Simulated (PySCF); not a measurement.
Correlation energy of Ca (calcium, neutral)

[Ar] 4s2, closed-shell 1S. All numbers are calculated (PySCF 2.14, the spin-free X2C one-electron Hamiltonian (Gaussian nucleus), in aug-cc-pVQZ-X2C (8s7p5d3f2g, 93 functions)). Frozen: [Ar]; 2 electrons correlated.

With two correlated electrons CCSD is exact within the correlated space (frozen core and kept virtual orbitals).

| level | correlation energy (mhartree) |
| --- | --- |
| CCSD | -28.67 |

Diagnostics: T1 = 0.018, D1 = 0.0254, largest double amplitude 0.065.

Cost of the coupled-cluster step: roughly 5 core-seconds, for 2 correlated electrons.
